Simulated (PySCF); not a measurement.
Ga(Br)2(NH2), SMILES [NH2][Ga]([Br])[Br] (H₂Br₂GaN) at its B3LYP/def2-SVP optimised geometry (Å):

```
6

Ga    -0.6069     0.0001     0.0000
Br    -1.7514    -1.9896    -0.0116
Br    -1.7525     1.9896     0.0000
N      1.1950     0.0001     0.0000
H      1.7525     0.8468     0.0236
H      1.7499    -0.8486     0.0154
```

Calculation: PySCF with B3LYP/def2-TZVP. Cells within 0.4 Å of a nucleus heavier than hydrogen are left out (blank, or x).

Map of the deformation density (molecule minus spherical neutral atoms) (e/bohr³) on the plane z = 0.0 Å:

```
|1111111111111111111111111111111|
|1111111111111111111111111111111|
|1111111111111111111111111111111|
|1111111111111111111111111111111|
|1111111111111111111111111111111|
|1111111112221111111111111111111|
|1111111222322111111111111111111|
|11111222xx222111111111111111111|
|11111231xx121111111111111111111|
|1111122211122111111100001111111|
|1111112211222211111000000111111|
|1111111122332111111112000111111|
|1111111122221111111149610111111|
|1111111112210011221279510111111|
|111111111110xx00343xx5311111111|
|111111111110xxx035xxx1100111111|
|111111111110xx00343xx5311111111|
|1111111112210011221279510111111|
|1111111122221111111149610111111|
|1111111122332111111112000111111|
|1111112211222211111000000111111|
|1111122211122111111100001111111|
|11111231xx121111111111111111111|
|11111222xx222111111111111111111|
|1111111222322111111111111111111|
|1111111112221111111111111111111|
|1111111111111111111111111111111|
|1111111111111111111111111111111|
|1111111111111111111111111111111|
|1111111111111111111111111111111|
|1111111111111111111111111111111|
```
Scale: ten equal steps from -0.019 (start of '0') to 0.099 (end of '9'), in the order '0123456789'; x runs from -4.00 to 4.00, y from -4.00 (bottom) to 4.00 (top).
